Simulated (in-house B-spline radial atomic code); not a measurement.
## The mercury ion Hg¹⁸⁺: [Kr] 4d10 4f14 5s2

Level of theory: Dirac-Kohn-Sham wB97X, spherical fractional occupations, Fermi nucleus of rms radius 5.4648 fm; calculated with an all-electron radial atomic-structure program (B-spline basis).

Effective charges: Z_r = [3n² - l(l+1)]/(2<r>) from the radius, Z_e = n√(-2ε) from the energy, and Slater's rules. Values are occupation-weighted means over j. An effective charge above Z reflects the relativistic contraction of the inner shells.

| shell | electrons | ε (eV) | <r> (bohr) | Z_r | Z_e | Slater |
| --- | --- | --- | --- | --- | --- | --- |
| 1s | 2 | -83526 | 0.01659 | 90.40 | 78.35 | 79.70 |
| 2s | 2 | -15160 | 0.06924 | 86.66 | 66.76 | 75.85 |
| 2p | 6 | -13262 | 0.0627 | 79.75 | 62.44 | 75.85 |
| 3s | 2 | -3916.5 | 0.1799 | 75.02 | 50.90 | 68.75 |
| 3p | 6 | -3357.8 | 0.1809 | 69.12 | 47.13 | 68.75 |
| 3d | 10 | -2711.4 | 0.1648 | 63.70 | 42.35 | 58.85 |
| 4s | 2 | -1176.9 | 0.3977 | 60.34 | 37.20 | 52.25 |
| 4p | 6 | -990.04 | 0.4214 | 54.57 | 34.12 | 52.25 |
| 4d | 10 | -752.3 | 0.4435 | 47.35 | 29.74 | 40.85 |
| 4f | 14 | -494.9 | 0.4601 | 39.12 | 24.12 | 29.45 |
| 5s | 2 | -483.85 | 0.8172 | 45.89 | 29.82 | 24.45 |

The least bound orbital is 5s1/2 at -483.8 eV, and it is also the most diffuse (<r> = 0.8172 bohr).

Spin-orbit splittings of the orbital energies (j = l + 1/2 above j = l - 1/2 when positive): 2p 1949 eV, 3p 433.2 eV, 3d 92.84 eV, 4p 105.8 eV, 4d 19.97 eV, 4f 4.494 eV.

For the 1s electron the small component carries 9.25 % of the norm, the zero-frequency Breit interaction raises the level by 315.6 eV, self-energy by 203.2 eV, and vacuum polarisation lowers it by 42.08 eV.

The density falls to 0.001 bohr⁻³ at 1.694 bohr; Σ<r²> = 9.481 bohr² gives, by the non-relativistic formula and without the paramagnetism of open shells, a Langevin diamagnetic susceptibility of -7.509×10⁻⁶ cm³/mol.
